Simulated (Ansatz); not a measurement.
Abstraction of H: C2H2Cl2Si + SiH(OH)2(SiH2) → SiH(CC)Cl2 + SiH(OH)2(SiH3)

Species: C2H2Cl2Si `C#C[SiH](Cl)Cl`, singlet; SiH(OH)2(SiH2), doublet; SiH(CC)Cl2, doublet; SiH(OH)2(SiH3), singlet. A radical takes H: the energy is the difference in strength between the C–H bond broken and the Si–H bond made.

Shapes, held fixed at every level: PBE0-D4/def2-TZVP. Flexible molecules stand in one conformer, not always the lowest. Programs: Ansatz 0.2.0. The zero-point and thermal change to 298 K, harmonic and unscaled (PBE0-D4/def2-TZVP), is -5.7 kJ/mol.

```json
{"level": "SPW92/def2-TZVPP", "kind": "LDA", "ΔH(298 K) (kJ/mol)": "+210.2", "CPU time (sum over the molecules)": "27 s"}
{"level": "PBE-D4/def2-TZVPP", "kind": "GGA", "ΔH(298 K) (kJ/mol)": "+197.2", "CPU time (sum over the molecules)": "51 s"}
{"level": "B3LYP-D4/def2-TZVPP", "kind": "global hybrid", "ΔH(298 K) (kJ/mol)": "+193.3", "CPU time (sum over the molecules)": "92 s"}
{"level": "PBE0-D4/def2-TZVPP", "kind": "global hybrid", "ΔH(298 K) (kJ/mol)": "+195.9", "CPU time (sum over the molecules)": "67 s"}
{"level": "r2SCAN0-D4/def2-TZVPP", "kind": "global hybrid", "ΔH(298 K) (kJ/mol)": "+186.6", "CPU time (sum over the molecules)": "2 min"}
{"level": "wB97M-V/def2-TZVPP", "kind": "range-separated hybrid", "ΔH(298 K) (kJ/mol)": "+195.0", "CPU time (sum over the molecules)": "4.4 min"}
{"level": "B2PLYP/def2-TZVPP", "kind": "double hybrid", "ΔH(298 K) (kJ/mol)": "+194.0", "CPU time (sum over the molecules)": "1.8 min"}
```

B2PLYP/def2-TZVPP gives ΔH(298 K) = +194.0 kJ/mol; the levels span +186.6 to +210.2. The median of the levels is +195.0. No measured value is set beside it here. Spin contamination: SiH(CC)Cl2 (⟨S²⟩ up to 1.18). Open shells run unrestricted. Times are processor times on shared x86 and Arm servers, and rough.
